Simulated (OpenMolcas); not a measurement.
# Sn²⁺: effect of the IPEA shift

```
Program             : OpenMolcas
Basis               : ANO-RCC-VQZP [8s7p5d3f2g]
Scalar Hamiltonian  : DKH2, point nucleus
Active space        : 2 electrons in 4 orbitals (5s 5p)
State averaging     : 2S+1 = 3 even, 3 roots; 2S+1 = 1 even, 7 roots; 2S+1 = 3 odd, 3 roots; 2S+1 = 1 odd, 3 roots
Spin-orbit coupling : RASSI with atomic mean-field integrals over the reference wave functions, term energies averaged over their components
```

Methods on the same reference wave functions:
A. CASSCF
B. MS-CASPT2, IPEA 0.25 Eh, imaginary shift 0.1 Eh (closed shells correlated: 4d)
C. MS-CASPT2, IPEA 0.5 Eh, imaginary shift 0.1 Eh (closed shells correlated: 4d)

Energies in cm⁻¹ above 5s² ¹S₀, the measured ground level; measured values from Moore, Atomic Energy Levels, vol. III, NSRDS-NBS 35 (1971 reprint of NBS Circular 467, 1958).

| Level | A | B | C | Measured |
| --- | --- | --- | --- | --- |
| 5s² ¹S₀ | 0.0 | 0.0 | 0.0 | 0.0 |
| 5s 5p ³P°₀ | 48716 | 53950 | 54100 | 53548 |
| 5s 5p ³P°₁ | 50144 | 55330 | 55480 | 55196 |
| 5s 5p ³P°₂ | 53313 | 58550 | 58700 | 59229 |
| 5s 5p ¹P°₁ | 85035 | 78910 | 79720 | 79911 |
| 5p² ³P₀ | 123513 | 128050 | 128380 | 127308 |
| 5p² ³P₁ | 125484 | 130260 | 130570 | 130120 |
| 5p² ³P₂ [53 %] | 127908 | 131230 | 132010 |  |
| 5p² ¹D₂ [53 %] | 136905 | 135390 | 136410 |  |
| 5p² ¹S₀ | 156780 | 151870 | 152620 |  |

Deviations, from unrounded energies. A percentage is the sum of absolute deviations over the sum of measured energies, with the sign that they share, or ± where signs differ.

| Against measurement | Levels | A | B | C |
| --- | --- | --- | --- | --- |
| mean absolute deviation (cm-1) | 6 | 4900 | 520 | 510 |
| other configurations (%) | 6 | ±5.8 | ±0.6 | ±0.6 |

B, C lie about equally close to measurement and A furthest from it. The largest miss of C in the table is 5p² ³P₀, by +1100 cm-1. The ranking rests on the paired levels alone, and a cruder setting can come out closer through cancelling errors.

Between B and C the level of the table that moves most is 5p² ¹D₂ [53 %], by 1000 cm-1 (lowest in B, highest in C). Moves below CASPT2's spread within the term are not significant.

The two smallest mean deviations differ by little beside CASPT2's spread within terms, so their order carries little weight.

The lowest spin-free term lies below A's lowest term by 0.438 hartree in B, 0.436 hartree in C.

CASPT2 does not keep the components of a term degenerate, so their means are used; among the terms shown or strongly mixed into the levels shown the widest spread is 31 cm-1 (5p² ¹D, C). Over all roots computed the reference weight is 0.89 to 0.94 in B; the roots of lowest weight are the least certain, and an intruder state may touch them. The ¹D term of p² mixes with s d, which this space lacks. Some levels mix across a computed gap that differs much from the measured one, so their mixing is not that of the real levels (holds for A; C). Computed and measured levels are paired by configuration, term and J; levels that our copy of the source lacks, or whose pairing is in doubt (as where it misses far off the trend of its configuration), stay unpaired and out of the deviations. Levels of configurations outside the active space are missing.

A share in square brackets marks a mixed level and gives the weight of the term that names it, the lowest over the columns. ° marks odd parity.
